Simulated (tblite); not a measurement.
Record of a relaxation.

C8H8N2.
SMILES with atom numbers: `[CH:1]#[C:2][c:3]1[cH:4][c:5]([CH3:6])[c:7]([CH3:8])[n:9][n:10]1` (hydrogens: H11 on C1; H12 on C4; H13, H14, H15 on C6; H16, H17, H18 on C8)

Computed with GFN2-xTB (tblite), gas phase: L-BFGS steps from a force-field or distance-geometry start until the largest atomic force falls under 0.01 eV/Å. 7 of its 22 geometries are shown.

Step 0: E = -733.2915 eV, largest atomic force 2.617 eV/Å
```
atom  x, y, z in Å  |  force x, y, z in eV/Å
C1      4.284    0.129    0.953   -1.365  -0.169  -0.430
C2      3.133   -0.022    0.591    1.649   0.190   0.569
C3      1.797   -0.219    0.183   -0.255  -0.956  -0.980
C4      0.761    0.601    0.620   -0.723   0.079   0.152
C5     -0.537    0.345    0.180    0.419   0.557   0.302
C6     -1.681    1.202    0.634    0.262   0.151   0.380
C7     -0.719   -0.709   -0.723    1.447  -1.252  -0.571
C8     -2.059   -1.063   -1.270   -0.376  -0.516  -0.198
N9      0.323   -1.482   -1.132    1.249   1.682   1.569
N10     1.579   -1.231   -0.676   -2.466   0.025  -0.446
H11     5.285    0.260    1.258   -0.192  -0.010  -0.057
H12     0.965    1.399    1.324   -0.040  -0.013  -0.080
H13    -2.153    1.706   -0.203   -0.096  -0.107  -0.115
H14    -1.333    1.978    1.329   -0.001  -0.226  -0.175
H15    -2.424    0.604    1.163   -0.026  -0.014  -0.157
H16    -2.756   -1.336   -0.454    0.321   0.260  -0.357
H17    -2.479   -0.225   -1.836    0.041  -0.118   0.224
H18    -1.995   -1.931   -1.952    0.151   0.436   0.371
```

Step 4: E = -733.4758 eV, largest atomic force 0.354 eV/Å
```
atom  x, y, z in Å  |  force x, y, z in eV/Å
C1      4.274    0.128    0.949    0.114   0.017   0.028
C2      3.138   -0.026    0.591   -0.291  -0.148  -0.136
C3      1.791   -0.231    0.166   -0.034  -0.004  -0.047
C4      0.754    0.597    0.624    0.046  -0.020   0.062
C5     -0.532    0.354    0.180   -0.032   0.059  -0.005
C6     -1.676    1.204    0.640    0.035   0.012   0.013
C7     -0.701   -0.721   -0.724    0.032   0.084   0.109
C8     -2.055   -1.072   -1.272    0.141  -0.005   0.018
N9      0.337   -1.453   -1.106   -0.112   0.067   0.052
N10     1.541   -1.229   -0.682   -0.036   0.046   0.000
H11     5.275    0.260    1.255   -0.223  -0.004  -0.052
H12     0.964    1.398    1.321   -0.004  -0.016  -0.044
H13    -2.155    1.700   -0.205   -0.018  -0.100  -0.017
H14    -1.330    1.975    1.327    0.052  -0.020   0.006
H15    -2.424    0.603    1.156    0.001  -0.029  -0.091
H16    -2.745   -1.327   -0.463    0.118   0.094  -0.048
H17    -2.476   -0.229   -1.827    0.071  -0.036   0.118
H18    -1.988   -1.923   -1.944    0.143   0.004   0.033
```

Step 7: E = -733.4914 eV, largest atomic force 0.151 eV/Å
```
atom  x, y, z in Å  |  force x, y, z in eV/Å
C1      4.258    0.126    0.943   -0.044  -0.010  -0.018
C2      3.126   -0.042    0.581   -0.041  -0.023  -0.034
C3      1.784   -0.232    0.161   -0.058  -0.042   0.005
C4      0.754    0.595    0.630   -0.014   0.053  -0.014
C5     -0.531    0.363    0.184    0.023  -0.015   0.050
C6     -1.673    1.206    0.641   -0.045   0.021   0.001
C7     -0.699   -0.712   -0.712    0.001   0.003  -0.031
C8     -2.039   -1.072   -1.269   -0.053   0.025   0.015
N9      0.329   -1.447   -1.099   -0.005  -0.099  -0.075
N10     1.533   -1.226   -0.685    0.043  -0.037  -0.040
H11     5.253    0.260    1.251   -0.010   0.012   0.008
H12     0.965    1.398    1.318    0.057   0.059   0.067
H13    -2.157    1.687   -0.207   -0.004   0.012  -0.034
H14    -1.324    1.973    1.328   -0.025   0.028   0.015
H15    -2.424    0.599    1.145    0.004  -0.033   0.006
H16    -2.730   -1.316   -0.467   -0.014  -0.042   0.108
H17    -2.466   -0.232   -1.813    0.036   0.087  -0.055
H18    -1.967   -1.923   -1.940    0.148   0.003   0.028
```

Step 10: E = -733.4973 eV, largest atomic force 0.077 eV/Å
```
atom  x, y, z in Å  |  force x, y, z in eV/Å
C1      4.246    0.123    0.939    0.001  -0.005   0.000
C2      3.116   -0.052    0.573    0.023   0.012   0.010
C3      1.775   -0.238    0.158    0.018   0.000  -0.008
C4      0.754    0.601    0.632    0.004  -0.019  -0.011
C5     -0.530    0.366    0.189    0.014  -0.003  -0.020
C6     -1.676    1.208    0.641    0.005  -0.029  -0.015
C7     -0.697   -0.709   -0.711   -0.012  -0.016   0.007
C8     -2.037   -1.068   -1.265    0.004   0.022   0.024
N9      0.324   -1.452   -1.104   -0.001   0.039  -0.010
N10     1.530   -1.230   -0.692   -0.055  -0.015   0.012
H11     5.239    0.262    1.249   -0.006   0.006   0.001
H12     0.972    1.404    1.323    0.039  -0.030  -0.013
H13    -2.158    1.683   -0.212    0.010   0.023   0.010
H14    -1.325    1.975    1.330   -0.074   0.002  -0.021
H15    -2.423    0.593    1.141   -0.004   0.009   0.023
H16    -2.724   -1.316   -0.457    0.006  -0.020  -0.016
H17    -2.457   -0.224   -1.813    0.010  -0.020  -0.013
H18    -1.940   -1.921   -1.933    0.018   0.045   0.040
```

Step 14: E = -733.4986 eV, largest atomic force 0.026 eV/Å
```
atom  x, y, z in Å  |  force x, y, z in eV/Å
C1      4.245    0.123    0.938    0.005  -0.001   0.002
C2      3.116   -0.053    0.572    0.009  -0.008  -0.002
C3      1.775   -0.240    0.156    0.004  -0.015  -0.003
C4      0.756    0.600    0.631    0.008  -0.001  -0.002
C5     -0.529    0.367    0.189   -0.006   0.015   0.021
C6     -1.677    1.206    0.640   -0.014   0.016   0.010
C7     -0.698   -0.707   -0.709    0.005   0.021   0.000
C8     -2.036   -1.065   -1.262   -0.002  -0.007  -0.007
N9      0.321   -1.450   -1.107   -0.001  -0.001   0.016
N10     1.527   -1.233   -0.692    0.018  -0.006  -0.017
H11     5.237    0.264    1.250    0.011   0.007   0.006
H12     0.980    1.400    1.322    0.021  -0.004  -0.003
H13    -2.157    1.685   -0.212   -0.008  -0.012  -0.012
H14    -1.336    1.976    1.327   -0.012   0.016   0.013
H15    -2.424    0.593    1.142   -0.008  -0.009  -0.011
H16    -2.724   -1.319   -0.457   -0.015   0.005  -0.001
H17    -2.454   -0.225   -1.815   -0.015   0.004   0.003
H18    -1.931   -1.916   -1.927    0.000  -0.019  -0.013
```

Step 18: E = -733.4992 eV, largest atomic force 0.019 eV/Å
```
atom  x, y, z in Å  |  force x, y, z in eV/Å
C1      4.247    0.122    0.938    0.002   0.001   0.001
C2      3.118   -0.055    0.571    0.008  -0.008  -0.003
C3      1.777   -0.243    0.154    0.002   0.010   0.002
C4      0.759    0.598    0.631    0.002   0.004   0.007
C5     -0.529    0.370    0.193    0.008  -0.006  -0.009
C6     -1.680    1.208    0.641    0.011  -0.001  -0.001
C7     -0.698   -0.703   -0.707   -0.006  -0.018   0.001
C8     -2.036   -1.064   -1.261   -0.005   0.001  -0.002
N9      0.319   -1.448   -1.105   -0.001  -0.002  -0.008
N10     1.527   -1.235   -0.695   -0.015   0.006   0.007
H11     5.238    0.266    1.251   -0.001   0.003   0.002
H12     0.989    1.397    1.321    0.011   0.008   0.010
H13    -2.159    1.683   -0.215   -0.005  -0.010   0.001
H14    -1.345    1.980    1.329   -0.004   0.006   0.007
H15    -2.426    0.591    1.141    0.000   0.002  -0.011
H16    -2.726   -1.319   -0.458    0.003   0.002  -0.004
H17    -2.456   -0.225   -1.815   -0.005  -0.003  -0.001
H18    -1.928   -1.916   -1.926   -0.004   0.005   0.002
```

Step 21: E = -733.4992 eV, largest atomic force 0.009 eV/Å
```
atom  x, y, z in Å  |  force x, y, z in eV/Å
C1      4.247    0.122    0.939    0.001   0.001   0.000
C2      3.119   -0.056    0.571   -0.003  -0.004  -0.004
C3      1.777   -0.243    0.154   -0.002   0.000   0.001
C4      0.760    0.598    0.631    0.004   0.003   0.002
C5     -0.528    0.370    0.193    0.001   0.002   0.004
C6     -1.679    1.208    0.641    0.002  -0.004  -0.003
C7     -0.698   -0.704   -0.707    0.001   0.007   0.003
C8     -2.036   -1.064   -1.262    0.000   0.002   0.002
N9      0.319   -1.448   -1.106   -0.004   0.000   0.001
N10     1.526   -1.234   -0.694    0.004   0.002   0.002
H11     5.238    0.267    1.252    0.000   0.002   0.002
H12     0.991    1.398    1.321   -0.001   0.000   0.000
H13    -2.160    1.681   -0.215    0.003  -0.003   0.001
H14    -1.347    1.982    1.330   -0.002  -0.007  -0.006
H15    -2.426    0.590    1.139    0.004  -0.001  -0.003
H16    -2.726   -1.319   -0.458   -0.003  -0.001   0.002
H17    -2.457   -0.226   -1.815   -0.001   0.000  -0.002
H18    -1.928   -1.916   -1.926   -0.005   0.001  -0.002
```

Q: Summarise the path.

A: The energy falls by 0.2078 eV from step 0 to step 21; nine tenths of that is first reached at step 5. It falls at every step. The largest force goes from 2.617 to 0.009 eV/Å. Among the bonds N9–N10 changes most, from 1.360 to 1.293 Å; the atoms move by 0.037 Å rms after alignment.

What follows is the cost of the whole relaxation. The run took 0.12 s on Intel Xeon 6975P-C, one thread, shared host with 192 logical CPUs at a one-minute load of 67.
